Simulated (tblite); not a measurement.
Species: C6H6F2N (doublet state).
Structure used (GFN2-xTB), in Å, numbered top down from 1:
```xyz
15
C6H6F2N angstrom
F      1.4176   -0.9958    1.9720
C      1.6694    0.3478    1.7987
F      0.8511    0.9661    2.6923
C      1.3684    0.7892    0.4328
N      2.0489    0.5910   -0.8566
C      0.7727    0.3170   -0.7197
C     -0.4064   -0.1357   -1.3683
C     -1.7355    0.3770   -0.8403
C     -1.3398   -1.0189   -0.5532
H      2.7100    0.5340    2.1012
H     -0.3097   -0.3303   -2.4287
H     -2.5023    0.5660   -1.5752
H     -1.7004    1.0989   -0.0384
H     -1.8215   -1.8237   -1.0860
H     -1.0269   -1.2746    0.4476
```

Computed geometry: GFN2-xTB, gas phase. This method treats the open shell by occupation alone, without spin polarisation.

Take the most abundant isotopes and a rigid rotor. The values belong to one conformer with, in the numbering `[F:1][CH:2]([F:3])[C:4]1=[N:5][C:6]1[CH:7]1[CH2:8][CH2:9]1`, F1–C2–C4–N5 -74°, N5–C6–C7–C8 -151°.

Task: What are A, B and C (cm⁻¹)?

Result: Ia = 194.47, Ib = 447.11, Ic = 515.04 u·Å²; 505379 MHz·u·Å²/I gives 2599, 1130 and 981.2 MHz, that is A = 0.08668, B = 0.03770, C = 0.03273 cm⁻¹.

Task: Classify the top.

Result: An asymmetric top: κ = (2 × 1130 − 2599 − 981.2)/(2599 − 981.2) = -0.82.

Task: What does the inertial defect say?

Result: Not planar: Δ = Ic − Ia − Ib = -126.54 u·Å². For a rigid frame Δ = −2 Σ m c², so Σ m c² = 63.27 u·Å² lies off the ab plane: 6.35 from hydrogen and 56.92 from heavier atoms. The atom farthest from that plane is 1.52 Å away.

Task: Give the other two planar moments, Paa and Pbb, and the rms extents of the mass along the axes.

Result: Paa = Σ m a² = (Ib + Ic − Ia)/2 = 383.84 and Pbb = Σ m b² = (Ia + Ic − Ib)/2 = 131.20 u·Å². With the mass M = 130.05 u, the rms extents √(P/M) along a, b and c are 1.72, 1.00, 0.70 Å.

For this open shell read J as N, the rotation without spin; fine and hyperfine splittings come on top. Its GFN2-xTB frequencies are all real (lowest 21 cm⁻¹). These are rigid-rotor constants of the computed structure; measured ground-state constants (B0) also hold zero-point vibration.

Time: 0.52 s wall. Hardware: an Arm Neoverse V1 with one thread, shared host with 32 logical CPUs at a one-minute load of 24. This is the geometry optimisation.
